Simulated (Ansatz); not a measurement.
A run for Ansatz (a quantum-chemistry and plane-wave program): R-RI-MP2/cc-pVQZ on CH5BFN (SMILES CB(N)F), a point of a torsion scan. Files ending in .json are basis or fitting sets from the Basis Set Exchange.

Ansatz 0.2 input:
```yaml
crystal:
  periodic: [false, false, false]
  atoms:
    - {symbol: C, position_ang: [-1.25993276, -0.06213212, -0.23854946]}
    - {symbol: B, position_ang: [0.16842886, 0.17181769, 0.40274685]}
    - {symbol: N, position_ang: [1.29444981, 0.57102759, -0.31484154]}
    - {symbol: F, position_ang: [0.34713320, -0.07335410, 1.71057917]}
    - {symbol: H, position_ang: [-1.57499302, -1.09545883, -0.10973084]}
    - {symbol: H, position_ang: [-1.28865919, 0.16943313, -1.29863621]}
    - {symbol: H, position_ang: [-2.00717948, 0.55142985, 0.25954708]}
    - {symbol: H, position_ang: [1.42860413, 0.38481956, -1.29153963]}
    - {symbol: H, position_ang: [2.17212460, 0.68863599, 0.16679281]}
basis:
  gaussian:
    orbitals: cc-pVQZ
    fitting: {mean_field: def2-universal-JKFIT, correlation: cc-pVQZ-RIFIT.json}
magnetization: {spin_polarized: false}
correlation: {method: mp2, electrons: outside_noble_gas}
scf: {lower_state_search: off}
```

The head of its log:

```
WARN ansatz: RAYON_NUM_THREADS=1 ignored (pool sized by the plan → 1); use --threads N
Functional definition: HF
these checks for a lower state are left out or cut short: stability, starts, cluster_reference, orbital_swaps, neighbouring_geometries, increment
integrals: 0.45 GiB planned
394 factors; integrals over basis functions are off by at most 3.9e0 eV
mean field: 0.73 GiB planned
mean field evaluation 1: about -5971.2705 eV, gradient 4.3e1 eV
mean field evaluation 2: about -5974.2779 eV, gradient 2.1e1 eV
mean field evaluation 4: about -5974.9932 eV, gradient 8.8e-1 eV
mean field -5974.99570066 eV, -219.5770420018 hartree, gradient 2.7e-6 eV, S^2 0.000000; 0 other end points of the search recorded, 0 dependent functions left out
4 core orbitals not correlated
803 factors; their error is unknown
reference -5974.99570066 eV, -219.5770420018 hartree; 12, 12 occupied and 354, 354 virtual orbitals, 803 factors
```

Q: Give the final energy of this run.

A: -220.3746 hartree.
